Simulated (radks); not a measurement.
Bi4+, 79 electrons, occupied as [Xe] 4f14 5d10 6s1. Method: scalar-relativistic Kohn-Sham, PBE, spin-unpolarised, spherical densities, point nucleus; computed with a radial shooting solver on a logarithmic mesh with Libxc functionals. Some entries of the table are withheld. Estimate them.

orbital  occ.  eigenvalue (Ry)  <r^2> (bohr^2)
1s          2        -6668.573       0.0003459
2s          2        -1200.631             (1)
2p          6        -1027.206        0.004486
3s          2        -292.1215         0.03367
3p          6        -242.5895             (2)
3d         10        -192.9203             (3)
4s          2              (4)          0.1603
4p          6              (5)          0.1840
4d         10        -34.64010          0.2058
5s          2        -14.61174          0.7720
4f         14        -14.24538          0.2320
5p          6        -10.05427           1.008
5d         10         -4.95807           1.664
6s          1              (6)           4.244

Answer. 
(1) 2s <r^2> (bohr^2): 0.005240
(2) 3p <r^2> (bohr^2): 0.03501
(3) 3d <r^2> (bohr^2): 0.02902
(4) 4s eigenvalue (Ry): -69.38814
(5) 4p eigenvalue (Ry): -53.16310
(6) 6s eigenvalue (Ry): -3.74285
